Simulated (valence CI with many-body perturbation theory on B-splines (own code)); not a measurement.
# Re⁴⁺: electric-dipole lines

Level of theory: configuration interaction combined with many-body perturbation theory (CI+MBPT): three valence electrons over a frozen Dirac-Fock core [Xe] 4f14, a basis of 7 s, 7 p, 8 d, 6 f, 4 g, 1 h functions for each j, with the one-electron correlation potential Σ1 (screened to all orders), the two-electron term Σ2, the three-electron term Σ3, Breit, model QED; selected single and double excitations, second order for the rest, scaled by the run's own slope (own B-spline code, finite nucleus).

Set against measurement, 69 paired levels are off by 1213 cm⁻¹ on average, the worst by 2255. These come from a selection out of Brasseur, Gamrath and Quinet, At. Data Nucl. Data Tables 157, 101636 (2024). Levels without a partner in it may be off by more, other configurations by 1,000 to 8,000 cm⁻¹. The list stops below the first excitations out of the core.

Lines 101 to 150 of 600 in falling wavelength, among levels below 255440 cm⁻¹, chosen from the strongest by gf and those to the six lowest levels. Wavelengths and rates use the calculated energies, so an error of 1000 cm⁻¹ moves a line at 126.1 nm by 1.3 % and its rate by three times that or more. Electric multipoles are in the length gauge, E1 and E2 with the static RPA response of the core. Weak lines are less certain than strong ones. Lines between different terms over intervals too small for the method are left out, as are lines whose strength nearly cancels. Where a level lies close to another of its J and parity, the split of strength between their lines is uncertain. The highest levels of a list are the least certain.

Levels are named by their leading jj configuration (3d3/2^4 stands for four electrons in 3d with j = 3/2), which in mixed levels can hold well under half, so a name can repeat and another be missing. Letters in brackets count levels of one name in rising energy.

| λ vac (nm) | λ from measured levels | Upper | Lower | A (s⁻¹) | log gf | Branch % |
| --- | --- | --- | --- | --- | --- | --- |
| 126.1 | 125.8 | (5d3/2^2 6p3/2) J=3/2 [b] | (5d3/2 5d5/2 6s) J=3/2 [a] | 2.86e+08 | -0.56 | 6.9 |
| 125.9 |  | (5d5/2^2 6p3/2) J=3/2 [b] | (5d5/2^2 6s) J=1/2 | 1.31e+09 | 0.10 | 28.2 |
| 125.7 | 125.0 | (5d3/2 5d5/2 6p3/2) J=5/2 [b] | (5d3/2 5d5/2 6s) J=5/2 [b] | 2.68e+08 | -0.42 | 7.1 |
| 125.3 | 125.0 | (5d3/2 5d5/2 6p3/2) J=9/2 [a] | (5d3/2 5d5/2 6s) J=7/2 [a] | 1.10e+09 | 0.41 | 39.4 |
| 125.1 | 125.0 | (5d3/2^2 6p3/2) J=5/2 | (5d3/2^2 6s) J=3/2 | 4.80e+08 | -0.17 | 16.9 |
| 125.0 |  | (5d3/2 5d5/2 6d3/2) J=3/2 [b] | (5d3/2 5d5/2 6p3/2) J=5/2 [d] | 2.00e+08 | -0.73 | 5.0 |
| 125.0 |  | (5d5/2^2 6p3/2) J=5/2 [a] | (5d5/2^2 6s) J=7/2 | 1.48e+08 | -0.68 | 3.8 |
| 124.8 | 124.5 | (5d5/2^2 6p3/2) J=11/2 | (5d5/2^2 6s) J=9/2 | 1.52e+09 | 0.63 | 76.4 |
| 124.5 |  | (5d5/2^2 6p3/2) J=7/2 [b] | (5d5/2^2 6s) J=7/2 | 4.77e+08 | -0.05 | 11.8 |
| 124.5 |  | (5d3/2 5d5/2 6p3/2) J=11/2 | (5d3/2 5d5/2 6s) J=9/2 | 1.46e+09 | 0.61 | 47.0 |
| 123.9 | 123.1 | (5d5/2^2 6p3/2) J=1/2 | (5d3/2 5d5/2 6s) J=3/2 [b] | 6.26e+08 | -0.54 | 13.7 |
| 123.9 | 123.3 | (5d3/2 5d5/2 6p3/2) J=7/2 [c] | (5d5/2^2 6s) J=9/2 | 2.56e+08 | -0.33 | 4.1 |
| 123.4 |  | (5d3/2 5d5/2 6d3/2) J=5/2 [b] | (5d3/2 5d5/2 6p3/2) J=5/2 [c] | 1.91e+08 | -0.58 | 4.6 |
| 123.2 | 122.8 | (5d3/2 5d5/2 6p3/2) J=7/2 [a] | (5d3/2 5d5/2 6s) J=7/2 [a] | 4.19e+08 | -0.12 | 10.2 |
| 123.2 |  | (5d5/2^2 6d5/2) J=11/2 | (5d5/2^2 6p3/2) J=9/2 | 7.08e+07 | -0.71 | 2.0 |
| 123.0 | 122.6 | (5d3/2 5d5/2 6p1/2) J=5/2 [b] | (5d3/2^2 6s) J=5/2 | 3.74e+08 | -0.29 | 6.4 |
| 122.9 |  | (5d3/2 5d5/2 6d3/2) J=5/2 [d] | (5d3/2 5d5/2 6p3/2) J=5/2 [d] | 1.47e+08 | -0.70 | 3.7 |
| 122.7 | 122.1 | (5d3/2^2 6p3/2) J=7/2 | (5d3/2^2 6s) J=5/2 | 8.04e+08 | 0.16 | 15.3 |
| 122.7 |  | (5d5/2^2 6p3/2) J=5/2 [a] | (5d5/2^2 6s) J=5/2 | 4.51e+08 | -0.21 | 11.6 |
| 122.7 | 122.2 | (5d3/2^2 6p3/2) J=3/2 [a] | (5d3/2^2 6s) J=3/2 | 1.04e+09 | -0.03 | 23.8 |
| 122.6 |  | (5d3/2 5d5/2 6d5/2) J=7/2 [b] | (5d3/2 5d5/2 6p3/2) J=7/2 [d] | 1.32e+08 | -0.62 | 3.6 |
| 122.3 | 122.2 | (5d3/2 5d5/2 6p3/2) J=5/2 [d] | (5d3/2 5d5/2 6s) J=7/2 [b] | 3.02e+08 | -0.39 | 6.1 |
| 122.3 |  | (5d5/2^2 6p3/2) J=7/2 [b] | (5d5/2^2 6s) J=5/2 | 2.79e+08 | -0.30 | 6.9 |
| 122.2 | 122.0 | (5d3/2 5d5/2 6p3/2) J=5/2 [a] | (5d3/2 5d5/2 6s) J=7/2 [a] | 1.55e+08 | -0.68 | 4.5 |
| 122.2 |  | (5d3/2 5d5/2 6d5/2) J=5/2 [b] | (5d3/2 5d5/2 6p3/2) J=5/2 [d] | 5.32e+08 | -0.15 | 15.6 |
| 122.2 | 121.5 | (5d3/2 5d5/2 6p3/2) J=5/2 [d] | (5d3/2 5d5/2 6s) J=3/2 [b] | 4.39e+08 | -0.23 | 8.9 |
| 122.2 | 122.0 | (5d3/2 5d5/2 6p3/2) J=5/2 [c] | (5d3/2 5d5/2 6s) J=5/2 [b] | 2.30e+08 | -0.51 | 6.6 |
| 122.1 |  | (5d5/2^2 6p3/2) J=7/2 [b] | (5d3/2 5d5/2 6s) J=9/2 | 6.56e+08 | 0.07 | 16.2 |
| 122.0 | 121.5 | (5d3/2 5d5/2 6p3/2) J=7/2 [d] | (5d3/2 5d5/2 6s) J=5/2 [b] | 7.64e+08 | 0.13 | 16.8 |
| 121.7 |  | (5d3/2^2 6d3/2) J=7/2 | (5d3/2^2 6p3/2) J=7/2 | 1.90e+08 | -0.47 | 4.3 |
| 121.7 | 121.2 | (5d5/2^2 6p3/2) J=9/2 | (5d3/2 5d5/2 6s) J=7/2 [b] | 9.29e+07 | -0.69 | 2.3 |
| 121.6 | 121.2 | (5d3/2^2 6p3/2) J=3/2 [b] | (5d3/2^2 6s) J=1/2 | 8.79e+08 | -0.11 | 21.3 |
| 121.2 |  | (5d3/2 5d5/2 6d5/2) J=5/2 [b] | (5d3/2 5d5/2 6p3/2) J=3/2 [c] | 4.23e+08 | -0.25 | 12.4 |
| 121.1 | 120.7 | (5d3/2 5d5/2 6p3/2) J=5/2 [c] | (5d3/2 5d5/2 6s) J=3/2 [a] | 9.82e+08 | 0.11 | 28.4 |
| 121.0 |  | (5d3/2 5d5/2 6d3/2) J=7/2 [b] | (5d3/2 5d5/2 6p3/2) J=7/2 [d] | 2.53e+08 | -0.35 | 6.5 |
| 120.9 |  | (5d3/2 5d5/2 6d5/2) J=3/2 [b] | (5d3/2 5d5/2 6p3/2) J=3/2 [b] | 3.18e+08 | -0.55 | 9.2 |
| 120.8 |  | (5d3/2 5d5/2 6d3/2) J=7/2 [b] | (5d3/2 5d5/2 6p3/2) J=5/2 [c] | 1.31e+08 | -0.64 | 3.4 |
| 120.6 |  | (5d3/2 5d5/2 6d5/2) J=5/2 [a] | (5d5/2^2 6p1/2) J=5/2 | 2.97e+08 | -0.41 | 8.5 |
| 120.5 |  | (5d3/2 5d5/2 6d3/2) J=5/2 [c] | (5d3/2 5d5/2 6p3/2) J=7/2 [d] | 1.61e+08 | -0.68 | 3.9 |
| 120.0 |  | (5d3/2 5d5/2 6d5/2) J=3/2 [a] | (5d3/2 5d5/2 6p3/2) J=1/2 [a] | 2.22e+08 | -0.72 | 6.5 |
| 119.8 |  | (5d3/2 5d5/2 6d3/2) J=1/2 [a] | (5d3/2 5d5/2 6p3/2) J=3/2 [b] | 5.08e+08 | -0.66 | 13.2 |
| 119.4 |  | (5d3/2 5d5/2 6d5/2) J=9/2 [a] | (5d3/2 5d5/2 6p3/2) J=7/2 [c] | 1.77e+08 | -0.42 | 5.0 |
| 119.4 |  | (5d3/2 5d5/2 6d5/2) J=5/2 [a] | (5d3/2 5d5/2 6p3/2) J=3/2 [a] | 3.12e+08 | -0.40 | 8.9 |
| 119.2 |  | (5d3/2 5d5/2 6d5/2) J=5/2 [a] | (5d5/2^2 6p1/2) J=3/2 | 3.01e+08 | -0.42 | 8.6 |
| 119.2 |  | (5d3/2 5d5/2 6d5/2) J=7/2 [c] | (5d3/2 5d5/2 6p3/2) J=5/2 [d] | 1.57e+08 | -0.57 | 4.6 |
| 119.2 |  | (5d5/2^2 6d3/2) J=9/2 | (5d3/2 5d5/2 6p3/2) J=9/2 [b] | 3.32e+08 | -0.15 | 8.6 |
| 119.1 | 118.7 | (5d3/2 5d5/2 6p1/2) J=5/2 [b] | (5d3/2^2 6s) J=3/2 | 2.25e+08 | -0.54 | 3.8 |
| 119.0 |  | (5d3/2 5d5/2 6d5/2) J=7/2 [b] | (5d3/2 5d5/2 6p3/2) J=5/2 [b] | 8.13e+08 | 0.14 | 22.2 |
| 118.7 |  | (5d3/2 5d5/2 6d5/2) J=11/2 | (5d5/2^2 6p1/2) J=9/2 | 2.98e+08 | -0.12 | 8.3 |
| 118.6 |  | (5d3/2 5d5/2 6d3/2) J=7/2 [b] | (5d3/2 5d5/2 6p3/2) J=9/2 [b] | 2.23e+08 | -0.43 | 5.7 |
